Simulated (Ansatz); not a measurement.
A nudged elastic band was laid between two geometries of CH5OSb (8 atoms, charge 0, multiplicity 1).

Computed with RKS B3LYP/def2-SVP (Ansatz).

```
movable images  : 5
climbing image  : yes
spring          : 5.0 eV/Å²
optimiser       : quadratic models (default)
start path      : IDPP
force threshold : 0.03 eV/Å
iteration limit : 60
end points      : relaxed
```

Image 0:

```xyz
8
Properties=species:S:1:pos:R:3
C -0.464 1.159 -0.159
O -0.519 -0.110 0.441
Sb 0.426 -1.652 -0.459
H -0.745 1.158 -1.233
H 0.536 1.634 -0.078
H -1.181 1.816 0.365
H 2.001 -1.359 0.219
H 0.039 -2.705 0.849
```

Image 6:

```xyz
8
Properties=species:S:1:pos:R:3
C -0.356 0.979 0.267
O -1.008 -0.066 -0.411
Sb -0.056 -1.794 -0.776
H 0.545 1.343 -0.269
H -0.040 0.695 1.292
H -1.061 1.826 0.354
H 1.431 -1.075 -1.324
H 0.638 -1.966 0.811
```

Q: Which bonds break or form, and what moves?

A: No bond is made or broken. The dihedral C1–O2–Sb3–H8 goes from 176 to 45°.

Q: What energy profile does the band end with?

A: The forces met the threshold. The highest image is number 3 of 0 to 6, 0.022 eV above the first end and 0.111 eV above the last; the last end lies 0.089 eV below the first. A vibrational analysis at the climbing image gives one clearly imaginary mode, 125i cm⁻¹: a first-order saddle point.

```
image  path coordinate (Å)  energy (eV)  dihedral C1–O2–Sb3–H8 (°)
    0                 0.00        0.000                        176
    1                 0.48        0.005                        157
    2                 0.95        0.016                        137
    3                 1.43        0.022                        114
    4                 2.06       -0.013                         84
    5                 2.69       -0.067                         60
    6                 3.32       -0.089                         45
```

Q: What is the geometry of the highest image?

A: 
```xyz
8
Properties=species:S:1:pos:R:3:forces:R:3
C -0.386 1.091 0.032 0.01 -0.01 -0.01
O -0.921 -0.208 0.047 0.01 0.01 -0.02
Sb 0.145 -1.765 -0.669 -0.01 0.00 0.01
H -0.133 1.454 -0.987 -0.01 0.00 0.01
H 0.528 1.191 0.654 0.00 0.00 0.00
H -1.146 1.779 0.442 0.00 0.00 0.01
H 1.708 -1.041 -0.440 0.00 0.00 -0.01
H 0.298 -2.558 0.866 0.00 0.00 0.00
```

Q: What are the harmonic wavenumbers there?

A: 125i, 151, 239, 514, 645, 665, 836, 1110, 1168, 1183, 1459, 1468, 1482, 1870, 1881, 2947, 3001, 3065 cm⁻¹.

The run took 70 s on 1 thread of Intel(R) Xeon(R) 6975P-C (Granite Rapids), on a shared host, peak memory 0.18 GiB.
